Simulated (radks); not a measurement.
Question: Radial electron density D(r) = 4 pi r^2 rho(r) of an atom or ion with 3 electrons. Calculated with a radial shooting solver on a logarithmic mesh with Libxc functionals: non-relativistic Kohn-Sham, LDA (Slater exchange, Perdew-Wang correlation), spin-unpolarised, spherical densities, point nucleus.

r (bohr),D(r) (e/bohr)
0.02257,0.6127
0.02504,0.7324
0.02757,0.8611
0.03035,1.009
0.03367,1.194
0.03706,1.390
0.04113,1.630
0.04527,1.880
0.04983,2.158
0.05529,2.490
0.06086,2.824
0.06753,3.212
0.07434,3.591
0.08183,3.983
0.0908,4.412
0.09995,4.800
0.1109,5.197
0.1221,5.525
0.1355,5.819
0.1491,6.016
0.1641,6.123
0.1821,6.123
0.2005,6.005
0.2224,5.745
0.2448,5.387
0.2695,4.928
0.2991,4.342
0.3292,3.750
0.3653,3.092
0.4021,2.508
0.4461,1.941
0.4911,1.506
0.5406,1.173
0.5998,0.9334
0.6603,0.8149
0.7326,0.7755
0.8064,0.7934
0.8877,0.8337
0.985,0.8713
1.084,0.8781
1.203,0.8410
1.324,0.7640
1.458,0.6538
1.617,0.5132
1.78,0.3815
1.976,0.2540
2.175,0.1601
2.413,0.08777
2.656,0.04553
2.924,0.02123
3.244,0.008154
3.571,0.002954
3.963,0.0008411
4.362,0.0002252

What is the nuclear charge?

Answer: Z = 6. The innermost maximum, from 1s, lies near 1/Z = 0.167 bohr (found: 0.174), and its height grows with Z. The density is that of the carbon ion C3+ in [He] 2s1; the configuration itself is not fixed sharply by these data. D(r) has 2 maxima, at r = 0.174, 1.05 bohr, and minima at 0.739 bohr, inside which lie 2.09 electrons.
